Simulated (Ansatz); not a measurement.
Consider the isomerisation: `C[SiH](F)PN` → `C[Si](N)(F)P`.

Isolated molecules relaxed with PBE0-D4/def2-TZVP in Ansatz; ΔE leaves out vibrations. CBS: MP2 limit from def2 TZ/QZ plus the TZ coupled-cluster correction, frozen cores. DFT in def2-TZVPP. B3LYP here is the variant with VWN-RPA as its local correlation; programs differ in this. Each species was taken in one conformer, which may not be the lowest.

`C[SiH](F)PN`:

```xyz
12

C     0.086   -0.185    2.117
Si    0.285    0.572    0.433
F     1.811    0.378   -0.053
P    -1.101   -0.378   -1.048
N    -0.377    0.198   -2.484
H     0.268   -1.262    2.093
H    -0.928   -0.017    2.490
H     0.786    0.265    2.824
H     0.046    2.038    0.456
H    -0.550   -1.688   -0.862
H    -0.927    0.065   -3.317
H     0.601    0.014   -2.648
```

`C[Si](N)(F)P`:

```xyz
12

C     1.424    0.376    0.412
Si   -0.403    0.073    0.312
N    -1.107    1.255   -0.690
F    -0.953    0.109    1.826
P    -1.100   -1.911   -0.476
H     1.626    1.379    0.798
H     1.890    0.284   -0.572
H     1.896   -0.342    1.085
H    -2.070    1.196   -0.977
H    -0.768    2.202   -0.710
H    -0.344   -2.657    0.466
H    -0.091   -1.964   -1.475
```

```csv
level,ΔE (kJ/mol)
ωB97X-V,-105.6
ωB97M-V,-108.6
B3LYP,-104.1
CCSD(T)/def2-TZVPP,-112.0
HF/def2-QZVPP,-105.2
SCS-MP2/def2-QZVPP,-109.1
MP2/CBS(def2),-112.9
CCSD/CBS(def2),-110.6
```

(1) What does CCSD(T)/CBS give? (An estimate is asked.)

Largest T1 diagnostic among the species: 0.012.

Results:

(1) Computed: -111.0 kJ/mol. The listed levels differ from it by 5.4, 2.4, 6.9, -1.0, 5.8, 1.9, -1.9, 0.4 kJ/mol.

From PBE to PBE0 (25 % exact exchange), in def2-TZVPP and without D4, ΔE moves by −3.2 kJ/mol. In def2-TZVPP, CCSD(T) changes the Hartree–Fock value by −6.5 kJ/mol (the triples alone add −0.4 kJ/mol) and MP2 by −8.4 kJ/mol.
